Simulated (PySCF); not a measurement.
Al(F)(H)(SH) (AlFH₂S), SMILES [AlH]([F])[SH].

Geometry: ωB97X-D3(BJ)/def2-TZVP. Other conformers were not sampled.

Level of theory: HF/def2-TZVPD run with PySCF.

Symmetry labels are those of the subgroup Cs that the program uses (full group Cs).

Computed valence orbital energies around the gap with their symmetry:
```csv
orbital,symmetry,energy (eV)
HOMO−7,A',-26.34
HOMO−6,A',-18.65
HOMO−5,A',-17.24
HOMO−4,A",-17.10
HOMO−3,A',-15.11
HOMO−2,A',-14.25
HOMO−1,A',-11.93
HOMO,A",-10.85
LUMO,A',1.04
LUMO+1,A",1.37
LUMO+2,A',1.70
LUMO+3,A',1.86
```
